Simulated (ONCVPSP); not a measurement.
**Potentials for aluminium compared**

Generated with ld1.x 7.5 (TM, RRKJ, ultrasoft, PAW), atompaw 4.2 or ONCVPSP 4.0.1. The cutoff is in Ry: for ld1.x and atompaw files where the sum of valence levels is converged to 10 mRy in a Bessel basis, for ONCV files where the hardest occupied wave has 1 mHa per electron of residual kinetic energy. The error is the largest all-electron minus pseudo excitation energy over each file’s own four to seven test configurations (ionisations up to +4, promotions, holes and added fractions of an electron), all of which were solved. The labels leave out finer settings (local radius, basis sizes, second energies), which also bear on the numbers. Spin-polarised tests are not counted. The rows are a selection from randomly drawn settings: files with unsolved tests, undetermined cutoffs or missed reference levels are left out.

A true bound ghost makes a file unfit for plane-wave use even where its test errors are small: the radial tests pick states by their node count and pass the ghost by.

```tsv
potential	cutoff (Ry)	largest error (meV)	bound ghosts
ONCV, PBE, scalar-relativistic, rc 0.85/1.30/1.00 (spd), local smoothed, core correction yes, reference 2s2 2p6 3s1.5 3p1.5, qcut 11.2/10.7/9.5, projectors 2/2/2	102	+754	none
ONCV, PBE, scalar-relativistic, rc 2.25/2.25/2.45 (spd), local s, core correction yes, reference 3s2 3p1, qcut 2.5/2.9/5.7, projectors 0/3/2	20	-46	none
```

**Question.** Fill in the row for Al: ONCV, PBE, fully relativistic, rc 1.00/0.90/0.85 (spd), local smoothed, core correction no, reference 2s2 2p6 3s2 3p0.5, qcut 9.2/18.3/9.9, projectors 2/2/2.

**Answer.** cutoff 219 Ry, largest error +168 meV, bound ghosts: none.

**Question.** Fill in the row for Al: ONCV, Wu-Cohen, scalar-relativistic, rc 1.30/0.60/1.05 (spd), local smoothed, core correction yes, reference 2s2 2p6 3s1, qcut 8.4/20/10.1, projectors 2/2/2.

**Answer.** cutoff 330 Ry, largest error -1.6 meV, bound ghosts: none.

**Question.** Fill in the row for Al: ONCV, PBEsol, scalar-relativistic, rc 1.60/1.90/1.90 (spd), local smoothed, core correction yes, reference 3s2 3p0.5, qcut 4.2/5/5.3, projectors 2/2/1.

**Answer.** cutoff 94 Ry, largest error +10 meV, bound ghosts: s.
